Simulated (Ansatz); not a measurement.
Relaxation of C$_{3}$H$_{11}$Al (15 atoms, charge 0, multiplicity 1), to a largest force component of 0.03 eV/Å in at most 50 steps.

Method: RKS PBE0-D4/def2-SVP (Ansatz 0.2.0).

```xyz
15
Properties=species:S:1:pos:R:3
Al 0.061 -0.234 0.215
C 0.454 1.564 0.913
C -1.715 -1.025 0.482
C 1.493 -1.245 -0.671
H -0.418 1.638 -1.299
H -0.670 1.442 -1.927
H -0.433 2.217 0.956
H 0.835 1.495 1.949
H 1.238 2.082 0.335
H -2.501 -0.272 0.656
H -1.708 -1.688 1.367
H -2.028 -1.655 -0.368
H 1.640 -0.877 -1.703
H 1.289 -2.325 -0.744
H 2.464 -1.117 -0.163
```

Q: Where does it end, and by what steps?

A: It converged. The force dipped under the threshold on the way, but the program's further checks kept it going. After 16 steps the energy has fallen by 0.162 eV; H6 moved furthest, 0.79 Å.

```csv
step,energy less start (eV),largest force component (eV/Å),accepted
0,0.0000,2.256,yes
1,-0.1025,0.572,yes
2,-0.1204,0.056,yes
3,-0.1277,0.131,yes
4,-0.1289,0.618,yes
5,-0.1437,0.120,yes
6,-0.1507,0.083,yes
7,-0.1381,0.362,no
8,-0.1532,0.028,yes
9,-0.1537,0.135,yes
10,-0.1550,0.108,yes
11,-0.1568,0.008,yes
12,-0.1430,0.467,no
13,-0.1580,0.019,yes
14,-0.1584,0.157,yes
15,-0.1603,0.049,yes
16,-0.1618,0.018,yes
```

```xyz
15
Properties=species:S:1:pos:R:3
Al 0.054 -0.102 0.154
C 0.511 1.604 1.023
C -1.707 -0.921 0.460
C 1.475 -1.116 -0.750
H -0.482 1.301 -1.603
H -0.862 0.679 -1.836
H -0.349 2.285 1.134
H 0.877 1.401 2.047
H 1.318 2.155 0.512
H -2.505 -0.182 0.641
H -1.668 -1.565 1.358
H -2.029 -1.573 -0.369
H 1.985 -0.520 -1.527
H 1.122 -2.048 -1.220
H 2.259 -1.398 -0.024
```

Time of the run: 38 s on 2 threads of Arm Neoverse V2, on a shared host, peak memory 0.25 GiB.
